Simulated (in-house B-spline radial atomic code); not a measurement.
Results of a calculation; reference values are marked as such.
From levels and matrix elements to observables: the mercury ion Hg⁷⁷⁺

One electron outside the 1s2 core, from a B-spline radial code for spherical atoms: Brueckner orbitals with a screened correlation potential on Dirac-Hartree-Fock, Breit and QED terms for the lowest states, dipole elements in length form with static core polarisation. The core's own polarisability, by RPA, is 1.495e-07 bohr³.

```json
{"state": "2s1/2", "removal energy (cm⁻¹)": "189893451", "size of the reduced dipole element to 2s1/2 (a.u.)": "-"}
{"state": "3s1/2", "removal energy (cm⁻¹)": "82036167", "size of the reduced dipole element to 2s1/2 (a.u.)": "-"}
{"state": "2p1/2", "removal energy (cm⁻¹)": "188109706", "size of the reduced dipole element to 2s1/2 (a.u.)": "0.04614"}
{"state": "2p3/2", "removal energy (cm⁻¹)": "170776093", "size of the reduced dipole element to 2s1/2 (a.u.)": "0.07156"}
{"state": "3p1/2", "removal energy (cm⁻¹)": "81558758", "size of the reduced dipole element to 2s1/2 (a.u.)": "0.0287"}
{"state": "3p3/2", "removal energy (cm⁻¹)": "76386349", "size of the reduced dipole element to 2s1/2 (a.u.)": "0.0311"}
```

Use R = 109737.3 cm⁻¹, 1 hartree = 219474.6 cm⁻¹, c = 137.036 and 1 a.u. of rate = 4.1341e16 s⁻¹.

Q: Find the quantum defects of the two s states and predict 4s1/2.

A: With n* = 78 √(R/E): 2s1/2 has n* = 1.8751, δ = 0.1249; 3s1/2 has n* = 2.8528, δ = 0.1472. Ritz's form δ = δ0 + b/n*² gives b = -0.138, δ0 = 0.1642, so with n* ≈ 4 − 0.1472, δ = 0.1549 and E = R × 78²/(4 − 0.1549)² = 45156636 cm⁻¹. The program finds 45281251 cm⁻¹. In so highly charged an ion δ holds relativistic, Breit and QED shifts that Ritz's form doesn't follow, and the higher level lacks the last two.

Q: What are the wavelength, oscillator strength and rate of 2s1/2–2p3/2?

A: ΔE = 19117358 cm⁻¹ = 87.10509 hartree, λ = 0.52308 nm in vacuum. f = (2/3) ΔE D²/(2j + 1 of the lower state) = (2/3) × 87.10509 × 0.07156²/2 = 0.1487. A = (4/3) ΔE³ D²/(c³ (2j' + 1)) = 4.3838e-04 a.u. = 1.812e+13 s⁻¹, a partial lifetime of 5.518e-05 ns.
